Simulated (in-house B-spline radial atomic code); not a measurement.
Radial electron density of Ni III (Ni2+), [Ar] 3d8. Level of theory: scalar-relativistic (X2C) B3LYP, spin-polarised, spherical fractional occupations, exact exchange averaged over the configuration, Fermi nucleus of rms radius 3.7757 fm; calculated with an all-electron radial atomic-structure program (B-spline basis).

One-electron X2C: radii and densities carry no picture-change correction, so inner-shell <1/r> comes out high (for 1s by about 2 % at Z = 33, 5 % at 54, 10 % at 75, 30 % at 118) and <r> low.

Columns: r (bohr), 4πr²n(r) (electrons per bohr), bar.

```
 0.00211   0.9948 #
 0.00252    1.355 ##
 0.00302     1.85 ##
 0.00362    2.514 ###
 0.00434    3.396 ####
 0.00519    4.537 #####
 0.00622    6.028 #######
 0.00745    7.918 #########
 0.00892    10.26 ############
  0.0107    13.14 ###############
  0.0128    16.45 ###################
  0.0153    20.13 #######################
  0.0184    24.15 ############################
   0.022    27.92 ################################
  0.0263    31.14 ####################################
  0.0315    33.33 ######################################
  0.0378    34.03 #######################################
  0.0452    33.11 ######################################
  0.0542    30.88 ####################################
  0.0649    28.33 #################################
  0.0777    26.78 ###############################
  0.0931    27.42 ################################
   0.111    30.43 ###################################
   0.134       35 ########################################
    0.16     38.1 ############################################
   0.191    37.62 ###########################################
   0.229    32.63 ######################################
   0.275    24.92 #############################
   0.329    18.47 #####################
   0.394    16.02 ##################
   0.472     17.5 ####################
   0.565    19.97 #######################
   0.677    20.23 #######################
   0.811    17.28 ####################
   0.971    12.49 ##############
    1.16    7.825 #########
    1.39    4.298 #####
    1.67    2.114 ##
       2   0.9601 #
    2.39   0.3936 
    2.86    0.136 
    3.43  0.03653
```

On this grid the curve has 3 maxima, near 0.0378, 0.16, 0.677 bohr.

The 3p down radial function P(r) = rR(r), positive near the nucleus:

```
r (bohr)         P
 0.00211  0.001339
 0.00302  0.002584
 0.00434  0.005037
 0.00622  0.009756
 0.00892    0.0188
  0.0128   0.03585
  0.0184   0.06723
  0.0263    0.1212
  0.0378    0.2106
  0.0542    0.3408
  0.0777    0.4988
   0.111    0.6238
    0.16    0.5934
   0.229    0.2679
   0.329   -0.3601
   0.472   -0.9958
   0.677    -1.215
   0.971   -0.9164
    1.39   -0.4431
       2   -0.1252
    2.86  -0.01827
```
